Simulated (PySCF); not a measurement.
PySCF 2.14 output of an unrestricted revPBE calculation on a single atom or ion in aug-cc-pV(Q+d)Z (7s6p5d3f2g, 89 functions), with no relativity, point nucleus:

```
SCF conv_tol = 1e-09
number electrons alpha = 10  beta = 7
    Y. Zhang and W. Yang.,  Phys. Rev. Lett. 80, 890 (1998)
    J. P. Perdew, K. Burke, and M. Ernzerhof.,  Phys. Rev. Lett. 77, 3865 (1996)
    J. P. Perdew, K. Burke, and M. Ernzerhof.,  Phys. Rev. Lett. 78, 1396 (1997)
cycle= 1 E= -526.269981757174  delta_E= -0.00986  |g|= 0.0315  |ddm|= 0.589
cycle= 2 E= -526.270489798108  delta_E= -0.000508  |g|= 0.00548  |ddm|= 0.126
cycle= 3 E= -526.270703627448  delta_E= -0.000214  |g|= 0.00457  |ddm|= 0.085
cycle= 4 E= -526.270763055662  delta_E= -5.94e-05  |g|= 0.00384  |ddm|= 0.0273
cycle= 5 E= -526.270886585549  delta_E= -0.000124  |g|= 0.00187  |ddm|= 0.105
cycle= 6 E= -526.270890616095  delta_E= -4.03e-06  |g|= 0.000269  |ddm|= 0.0168
cycle= 7 E= -526.27089065294  delta_E= -3.68e-08  |g|= 2.24e-05  |ddm|= 0.000871
cycle= 8 E= -526.270890653213  delta_E= -2.73e-10  |g|= 1.58e-06  |ddm|= 0.000142
converged SCF energy = -526.270890653213  <S^2> = 3.7531665  2S+1 = 4.001583
```

The run itself started from symmetry-adapted Hartree-Fock orbitals and held the occupation by maximum overlap, on a logarithmic radial grid, so the iterations belong to that start.

Which element, charge and spin multiplicity is this?

Ar⁺ (argon, charge +1), multiplicity 4; the state was [Ne] 3s2 3p4 4s1, high-spin 4P determinant (an excited configuration).

The outer electron is Rydberg-like, and this basis confines it to a smaller radius and binds it less than a complete one would.
